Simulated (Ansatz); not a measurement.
The cluster Mg₅H₁₀. The state is a singlet with charge 0. Geometry r2SCAN-D4/def2-SVP, basis def2-TZVP, Ansatz.

```csv
atom,x (Å),y (Å),z (Å)
Mg1,1.349,-0.921,-0.928
Mg2,-3.032,0.492,0.419
Mg3,0.114,0.997,0.825
Mg4,-0.956,-2.301,0.155
Mg5,2.675,1.667,-0.509
H6,3.495,2.913,-1.339
H7,-4.665,0.967,0.455
H8,0.411,-0.877,0.815
H9,1.727,1.761,1.139
H10,0.279,-2.294,-1.334
H11,-1.391,-3.600,1.181
H12,0.671,0.883,-1.041
H13,-2.083,-0.885,-0.290
H14,-1.584,1.420,1.166
H15,2.988,-0.223,-0.714
```

| run | HOMO (eV) | LUMO (eV) |
| --- | --- | --- |
| A | -9.59 | 0.19 |
| B | -10.05 | 0.84 |
| C | -5.96 | -1.94 |
| D | -6.25 | -1.76 |
| E | -7.17 | -1.44 |
| F | -6.02 | -2.07 |

Another isomer (singlet) lies 0.20 eV lower at PBE0-D4/def2-TZVP; other spin states weren't run for this one.

Problem. The runs used HF, PBE, PBE0, r2SCAN, revPBE, ωB97X-V. Estimate which is which.

Solution. A ωB97X-V (range-separated); B HF (100 % exact exchange); C revPBE (0 % exact exchange); D r2SCAN (0 % exact exchange); E PBE0 (25 % exact exchange); F PBE (0 % exact exchange). Exact exchange lowers occupied and raises empty levels; among semilocal functionals meta-GGAs tend to open the gap a little, and such runs are hard to tell apart. The gap grows from 3.94 eV (PBE) to 10.89 eV (HF).
